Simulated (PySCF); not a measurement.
**Simulated absorption spectrum**

Species: C7H9F.
SMILES: `C=CC(=C)/C=C/CF`

Theory: TDDFT PBE0/def2-SVPD, vertical, gas phase, core orbitals frozen in the response (PySCF 2.14.0, density-fitted response routines). One conformer (not necessarily the lowest) at the GFN2-xTB geometry, without solvent, vibrations or thermal averaging. Torsions of this conformer, `[CH2:1]=[CH:2][C:3](=[CH2:4])/[CH:5]=[CH:6]/[CH2:7][F:8]`: C1–C2–C3–C4 150°, C2–C3–C5–C6 -30°, C5–C6–C7–F8 -3°.

Computed states:

```csv
state,E (eV),f
S1,5.13,0.186
S2,5.27,0.209
S3,6.02,0.173
S4,6.32,0.0050
S5,6.62,0.0081
S6,6.88,0.0047
```

Each state is given a Gaussian of 0.5 eV full width at half maximum, with ε(max) = 2.175×10⁸ f / Δν̃ (Δν̃ the width in cm⁻¹). The cross-section is σ = 3.8235×10⁻²¹ ε cm², given in Mb (10⁻¹⁸ cm²). The width is an assumption, not a result. The curve ends short of the highest state used, and states not computed would add to its high-energy end.

Question: Give the broadened spectrum and its maxima.

Answer: 
E (eV), σ (Mb) and a bar:
```
     4.38       0.08 
     4.45       0.24 
     4.52       0.67 
     4.58       1.49 #
     4.65       3.44 #
     4.71       6.52 ###
     4.78      12.49 #####
     4.84      20.14 ########
     4.91      32.06 #############
     4.97      44.13 #################
     5.04      58.50 #######################
     5.10      68.91 ###########################
     5.17      76.21 ##############################
     5.24      76.49 ##############################
     5.30      71.06 ############################
     5.37      59.72 #######################
     5.43      47.92 ###################
     5.50      34.71 ##############
     5.56      25.82 ##########
     5.63      19.73 ########
     5.69      18.44 #######
     5.76      20.87 ########
     5.83      25.96 ##########
     5.89      30.80 ############
     5.96      35.02 ##############
     6.02      36.23 ##############
     6.09      34.30 #############
     6.15      30.18 ############
     6.22      23.73 #########
     6.28      17.98 #######
```

Maxima: 238 nm (5.21 eV), ε about 20000, made up of S1 (47%) and S2 (53%); 206 nm (6.02 eV), ε about 9500, made up of S3 (99%) (ε in L mol⁻¹ cm⁻¹; maxima over ε = 5, shares over 10%).

Question: On this curve, what absorbance would a 10⁻⁵ mol/L sample give at 266 nm over a 1 cm path?

Answer: 266 nm is 4.661 eV, where ε is about 1000 L mol⁻¹ cm⁻¹, so A = ε c l ≈ 0.01 (Beer–Lambert, with the gas-phase spectrum and the assumed width).

Question: What would ε be at 5.21 eV, the highest of these maxima, with half the width (0.25 eV)?

Answer: About 34600 L mol⁻¹ cm⁻¹ against 20200, a factor of about 1.7; a lone state at its own centre would give exactly 2.

Question: Coming from long wavelengths, where does ε first pass 100 L mol⁻¹ cm⁻¹?

Answer: At about 277 nm (4.48 eV), 0.65 eV below S1.
